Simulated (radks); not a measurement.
The numbers below are computed, except where a source is named.
Effect of the nuclear size on the thallium ion Tl3+, [Xe] 4f14 5d10. Level of theory: Dirac Kohn-Sham, BLYP, spin-unpolarised, spherical densities, finite nucleus; Fermi nuclear charge, rms radius 5.4759 fm (a radial shooting solver on a logarithmic mesh with Libxc functionals). The rms radius is varied about that value; shifts are against it.

rms radius (fm)  total energy shift (eV)  density at nucleus (e/bohr^3)  1s1/2 shift (meV)  2s1/2 shift (meV)  5s1/2 shift (meV)  5p1/2 shift (meV)  5d5/2 shift (meV)  6s1/2 (empty) shift (meV)  6p1/2 (empty) shift (meV)
4.7695                             -28.7                      2.676e+06             -11500              -1730              -21.1             -0.607              0.258                      -3.09                     -0.145
5.0652                             -17.0                      2.608e+06              -6780              -1020              -12.5             -0.359              0.153                      -1.83                     -0.086
5.4759                                 0                      2.524e+06              0.000              0.000              0.000              0.000              0.000                      0.000                      0.000
5.9687                              21.4                      2.433e+06               8530               1280               15.7              0.454             -0.192                       2.30                      0.108
6.4397                              42.8                      2.356e+06              17100               2570               31.4              0.912             -0.384                       4.61                      0.217

Slopes of the eigenvalues against <r^2> in GHz/fm^2, as finite differences over the two radii next to the reference (eigenvalue slopes, not the field-shift constants of lines): 1s1/2 371000, 2s1/2 55900, 5s1/2 684, 5p1/2 19.7, 5d5/2 -8.35, 6s1/2 (empty) 100, 6p1/2 (empty) 4.71.
